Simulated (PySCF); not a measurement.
Method: delta-SCF UKS SCAN, pcX-2 on the ionised atom, pcseg-1 elsewhere, spin-free X2C in PySCF. Geometries: PBE0-D3(BJ)/def2-SVP; isolated species, one conformer each. Values against the vacuum level.

Question: Order these sites by rising C 1s binding energy.
A. Carbon in `C#[NH+]`
B. Carbon in `[CH3][AlH2-][AsH3+]`
C. C1 in `[CH3:1][C:2]([CH3:3])([CH3:4])[GeH2:5][Cl:6]`
D. C2 in `[CH3:1][c:2]1[cH:3][cH:4][c:5]([Cl:6])[cH:7][cH:8]1`

Answer: B (289.19 eV), D (290.46 eV), C (290.81 eV), A (303.52 eV).

From the lowest up, the atoms are bonded to: 3 H and Al (289.19); 2 C (aromatic in the SMILES) and C (290.46); C and 3 H (290.81); N (triple bond) and H in a species of charge +1 (303.52).

1 of these hole states is spin-contaminated (⟨S²⟩ 0.92, against 0.75; counted from 0.85) and less certain.
